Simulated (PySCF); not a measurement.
## Structure from 2D NMR

Compound of formula C₆H₁₀N₂Si. Correlations simulated from computed shifts and the bond graph:

HSQC (one-bond C–H):
```
  δH     δC
7.74  137.4
7.30  127.4
3.13   35.8
1.37   20.2
```

COSY cross peaks (H two or three bonds apart, from the bond graph; peaks can be absent where the dihedral angle is near 90°):
```
  δH    δH
7.74  7.30
3.13  1.37
```

HMBC (two and three bonds, from the bond graph):
```
  δH                         δC
7.74        167.9, 163.9, 127.4
7.30  167.9, 163.9, 137.4, 35.8
4.67               163.9, 137.4
3.13         167.9, 127.4, 20.2
1.37                167.9, 35.8
```

Carbons without hydrogens: δ 167.9, 163.9.

Calculated, not measured (PySCF): GFN2-xTB structure, GIAO PBE0/pcSseg-1 shieldings. One averaged value for each set of equivalent atoms, single conformer, isolated molecule, non-relativistic.

δ = σ(ref) − σ, references computed at the same level: ¹H (σref 31.72), ¹³C (σref 186.93) against TMS.

Exchangeable hydrogens are left out of these lists.

Question: Assemble the structure.

Answer: `c1c(CC)nnc([SiH3])c1`.

Atoms are numbered as in `[CH3:1][CH2:2][c:3]1[cH:4][cH:5][c:6]([SiH3:7])[n:8][n:9]1`. Each H is labelled by its parent atom.

δC 167.9 is C3, a substituted aromatic carbon next to a ring nitrogen. δC 163.9 is C6, a substituted aromatic carbon next to a ring nitrogen. δC 137.4 is C5, an aromatic CH (δH 7.74). δC 127.4 is C4, an aromatic CH (δH 7.30). δC 35.8 is C2, an sp3 CH2 on an aromatic ring (δH 3.13). δC 20.2 is C1, a methyl carbon (δH 1.37). HMBC from δH 7.74 reaches the proton-free carbons C3, C6. HMBC from δH 7.30 reaches the proton-free carbons C3, C6. HMBC from δH 4.67 reaches the proton-free carbon C6. HMBC from δH 3.13 reaches the proton-free carbon C3. COSY links 7.74–7.30, 3.13–1.37.

This is the structure that produced the data.

Shifts are as computed. Against solution values, carbons near 30 ppm lie about +3 ppm off and those near 130 ppm about +5 ppm. Of 1211 compounds with measured shifts, 218 miss one by over three times the rms of a fit or turn the order of signals round; such compounds aren't used in these exercises.
